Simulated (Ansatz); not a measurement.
AlBr3, charge +1, doublet, geometry from GFN2-xTB (such geometries of metal compounds can be far from the true shape) (a state made from the parent by changing its charge; the spin is typed, not shown lowest). Base run: PBE0/STO-3G run with Ansatz (a program for electronic structure).

Input for Ansatz:
Ansatz 0.2 input:
```yaml
crystal:
  periodic: [false, false, false]
  atoms:
    - {symbol: Al, position_ang: [0.00000000, -0.00000000, 0.00000000]}
    - {symbol: Br, position_ang: [-1.81562918, -1.35122235, -0.10545158]}
    - {symbol: Br, position_ang: [-0.01559147, 2.00311850, -1.05863327]}
    - {symbol: Br, position_ang: [1.83122065, -0.65189615, 1.16408485]}
basis:
  gaussian:
    orbitals: STO-3G
hamiltonian:
  xc: pbe0
total_charge: 1
magnetization: {spin_polarized: true, initial_magnetization: 1}
```

The bond that is stretched is that between atoms 2 and 1. A test that says stable can miss a lower solution.

The base run was repeated with changes; each row names its change, and settings that it needs were set with it.

```tsv
change	ΔE vs base (eV)	<S^2>	stability test says
base	0.00	0.751	minimum
spin_polarized = on; lower_state_search = off	0.00	0.751	undecided (no full test)
spin_polarized = on; lower_state_search = standard	0.00	0.751	minimum
bond × 1.25	1.35	0.751	minimum
spin_polarized = on; lower_state_search = off; bond × 1.25	1.38	0.752	undecided (no full test)
spin_polarized = on; lower_state_search = standard; bond × 1.25	1.35	0.751	minimum
bond × 1.5	2.27	0.753	minimum
spin_polarized = on; lower_state_search = off; bond × 1.5	2.27	0.753	undecided (no full test)
spin_polarized = on; lower_state_search = standard; bond × 1.5	2.27	0.753	minimum
bond × 1.8	2.76	0.761	minimum
spin_polarized = on; lower_state_search = off; bond × 1.8	2.76	0.760	undecided (no full test)
spin_polarized = on; lower_state_search = standard; bond × 1.8	2.76	0.761	minimum
bond × 2.2	2.89	0.798	minimum
spin_polarized = on; lower_state_search = off; bond × 2.2	2.89	0.798	undecided (no full test)
spin_polarized = on; lower_state_search = standard; bond × 2.2	2.89	0.798	minimum
bond × 3.0	2.87	0.862	minimum
spin_polarized = on; lower_state_search = off; bond × 3.0	2.87	0.860	undecided (no full test)
spin_polarized = on; lower_state_search = standard; bond × 3.0	2.87	0.862	minimum
```

On stretching, the SCF can end on different states; <S^2> shows the spin contamination of each.
